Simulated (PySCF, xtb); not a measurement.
(3R)-1-fluoro-3-methylcyclobutene (C5H7F), SMILES C1=C(C[C@H]1C)F.

Harmonic wavenumbers (cm⁻¹) from xtb 6.7.1 with GFN2-xTB at its own minimum, in rising order: 134, 209, 297, 408, 417, 457, 641, 778, 849, 918, 937, 993, 1032, 1048, 1082, 1143, 1167, 1193, 1209, 1284, 1321, 1406, 1449, 1493, 1497, 1730, 2954, 3000, 3012, 3034, 3038, 3042, 3157.

Q: What does PBE-D3(BJ)/def2-SVP (PySCF 2.14.0) give at its own minimum? (The exact figures need the calculation; the answer reports its results.)

A: 135, 247, 304, 430, 434, 441, 631, 770, 798, 869, 895, 961, 1006, 1028, 1046, 1123, 1128, 1163, 1199, 1297, 1316, 1344, 1399, 1415, 1419, 1691, 2963, 2968, 2983, 3042, 3055, 3055, 3165. Paired by order, the mean absolute difference is 28 cm⁻¹ and the zero-point energies are 66.2 and 65.4 kcal/mol.
